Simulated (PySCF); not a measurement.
# Electron correlation in Sn²⁺ (tin, charge +2)

[Kr] 4d10 5s2, closed-shell 1S. Computed with PySCF 2.14 in ANO-RCC-VTZP (7s6p4d2f1g, 68 functions), with the spin-free X2C one-electron Hamiltonian (Gaussian nucleus). Frozen: [Ar] 3d10; 20 electrons correlated.

```tsv
level	correlation energy (mhartree)
CCSD	-596.34
(T)	-13.51
CCSD(T)	-609.85
```

Diagnostics: T1 = 0.0074, D1 = 0.0272, largest double amplitude 0.075.

**Question.** Is a single reference adequate?

**Answer.** Mostly. T1 lies below 0.03, but a double amplitude of this size points to a near-degeneracy that CCSD handles and MP2 describes poorly.
